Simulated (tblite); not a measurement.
tin monoxide (OSn), singlet, at a GFN2-xTB geometry (such geometries of metal compounds can be far from the true shape); tblite with GFN1-xTB.

The tblite input:
```
$ tblite run mol.xyz --method gfn1 --charge 0 --spin 0 --etemp 2000 --json tblite.json --no-restart

# file mol.xyz
2

Sn    -0.00000000    -0.00000000    -0.24879316
O      0.00000000     0.00000000     1.55495727
```

Predict the main parts of the log of this tblite run.


```
xTB calculator
 | screened Coulomb repulsion
 | Coulomb electrostatics
 |  * isotropic Klopman-Ohno-Mataga-Nishimoto electrostatics
 |  * onsite third-order electrostatics
 | DFT-D3(BJ) dispersion correction

halogen bonding energy    0.0000000000000E+00 Eh
repulsion energy          1.0775863895412E-02 Eh
dispersion energy        -2.4369664152559E-04 Eh
number of electrons       1.0000000000000E+01 e
integral cutoff           2.8182813135037E+01 bohr

------------------------------------------------------------
  cycle        total energy    energy error   density error
------------------------------------------------------------
      1     -6.870716004867  -6.8812482E+00   1.0503683E+00
      2     -7.158320759199  -2.8760475E-01   2.0087731E-01
      3     -7.164157776920  -5.8370177E-03   2.1043572E-01
      4     -7.155250490782   8.9072861E-03   1.7120488E-01
      5     -7.167721130517  -1.2470640E-02   4.0459060E-02
      6     -7.168390693807  -6.6956329E-04   6.4361357E-03
      7     -7.168405175710  -1.4481904E-05   2.6389234E-03
      8     -7.168408220914  -3.0452040E-06   1.0961885E-04
      9     -7.168408224650  -3.7354040E-09   5.6412813E-05
     10     -7.168408225967  -1.3171508E-09   2.1175936E-06
------------------------------------------------------------

electronic energy        -7.1789403932209E+00 Eh
total energy             -7.1684082259671E+00 Eh

Post processing:
 | Mayer-Wiberg bond orders

[Info] JSON dump of results written to 'tblite.json'
```
